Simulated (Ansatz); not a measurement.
The cluster Rh5⁺, relaxed as a singlet with RKS r2SCAN-D4/def2-SVP in Ansatz, starting from the GFN1-xTB geometry. Force threshold 0.02 eV/Å.

In the def2 sets Rh takes a core potential; there is no spin–orbit coupling. The relaxation made no stability test and no search for a lower SCF solution. No other spin state of charge 1 was run. The structure comes from a short search, and lower isomers may exist.

Start:

```csv
atom,x (Å),y (Å),z (Å)
Rh1,1.751,0.724,-0.323
Rh2,-1.741,-0.692,0.427
Rh3,-0.122,-0.418,-1.354
Rh4,-0.507,1.409,0.300
Rh5,0.619,-1.023,0.950
```

(1) Estimate the energy that the relaxation releases and the steps that it takes.

(2) Does the start keep its bonding and symmetry?

(3) Predict the relaxed structure.

Results:

(1) 0.60 eV, in 7 steps; 52 s on 4 threads of Arm Neoverse V1 on a shared host. No frequencies were taken in this run, so the end may be a saddle point.

(2) Bonds formed: Rh1–Rh2 (atoms count from 1). Metal–metal contacts that move far: Rh4–Rh5 2.76 to 3.41 Å. The end is the same structure that another start reached, the lowest one found. Point group C2v at the start, C4v at the end, both within 0.05 Å.

(3) 
```xyz
5

Rh    1.5781    0.7318    0.0050
Rh   -1.5175   -0.5234    0.6702
Rh   -0.1212   -0.4169   -1.3506
Rh   -0.6649    1.6061   -0.0636
Rh    0.7255   -1.3977    0.7389
```
Bond lengths (bridged metal pairs left out): 10 × Rh–Rh 2.41 to 3.41 Å.
